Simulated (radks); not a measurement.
Values are calculated unless marked as measured or tabulated.
Question: The strontium ion Sr4+ is in [Ar] 3d10 4s2 4p4. Code: a radial shooting solver on a logarithmic mesh with Libxc functionals. Model: scalar-relativistic Kohn-Sham, r2SCAN, spin-polarised, spherical densities, finite nucleus; meta-GGA in the generalised Kohn-Sham scheme; Fermi nuclear charge, rms radius of each element as measured or else 0.836 A^(1/3) + 0.57 fm. Open shells are filled with parallel spins first. One electron is removed from 3d, 4s, 4p, 3p in turn, with full relaxation. Which removal costs least, and what does each cost?

Answer: 4p 69.876 eV; 4s 90.448 eV; 3d 193.95 eV; 3p 324.99 eV. The 4p electron leaves first.
